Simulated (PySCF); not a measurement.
Computed with TPSSh-D3(BJ)/def2-TZVP // B3LYP-D3(BJ)/def2-SVP run with PySCF. Gas-phase values, no solvent. One relaxed conformer stands for a flexible species; it need not be the lowest. Excitations are Tamm–Dancoff values on a coarser integration grid. The basis has no diffuse functions, so Rydberg states are missing or too high.

Reference species (SMILES): `C[CH2][Sn]([CH2]C)([CH2]C)[CH2]C` (neutral, multiplicity 1).

```json
{
  "HOMO–LUMO gap": "6.65 eV",
  "S1 excitation (TDA)": "6.34 eV"
}
```

Changed species: `[CH3][Sn]([CH3])([CH3])[CH3]` (0 of 4 CH3 replaced by C2H5; the reference has 4 of 4 CH3 replaced by C2H5).

Task: Predict the effect on the HOMO–LUMO gap and S1 excitation (TDA).

Result: the HOMO–LUMO gap increases by 0.60 eV, to 7.25 eV; the S1 excitation (TDA) goes up by 0.62 eV, to 6.96 eV.
